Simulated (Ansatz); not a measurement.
Problem. Name a neutral molecule of C, Si and H with HOMO energy (PBE0/def2-TZVPP) between -8.45 and -8.15 eV and size of the dipole moment (B3LYP/def2-TZVPP) between 0.45 and 0.75 D (Ansatz, PBE0-D4/def2-TZVP geometry).

Solution. `C#C[SiH](C#C)C#C` (-8.21 eV, 0.60 D); `C#C[SiH2]C#C` (-8.24 eV, 0.59 D). Other molecules can fit too; these were computed, each in one conformer that needn't be the lowest.

B3LYP here is the variant with VWN-RPA as its local correlation; programs differ in this.
